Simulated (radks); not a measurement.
The numbers below are computed, except where a source is named.
Question: Ti II, 21 electrons, occupied as [Ar] 3d2 4s1 (the NIST ground configuration). Level of theory: scalar-relativistic Kohn-Sham, B86b exchange with PBE correlation, spin-polarised, spherical densities, finite nucleus; open shells are filled with parallel spins first; Fermi nuclear charge, rms radius 3.5921 fm (a radial shooting solver on a logarithmic mesh with Libxc functionals). Some entries of the table are withheld. Estimate them.

orbital  occ.  eigenvalue (hartree)  <r> (bohr)
1s up       1             -179.2402     0.06958
1s down     1             -179.2394     0.06958
2s up       1             -20.00610      0.3250
2s down     1             -19.98489      0.3247
2p up       3             -16.59739      0.2900
2p down     3             -16.58078      0.2897
3s up       1                   (1)       1.008
3s down     1                   (2)       1.007
3p up       3              -1.72330       1.087
3p down     3              -1.65255       1.085
3d up       2              -0.44588       1.512
4s up       1                   (3)       3.127
3d down     0              -0.37171       1.499

Answer: 
(1) 3s up eigenvalue (hartree): -2.59662
(2) 3s down eigenvalue (hartree): -2.52647
(3) 4s up eigenvalue (hartree): -0.40310
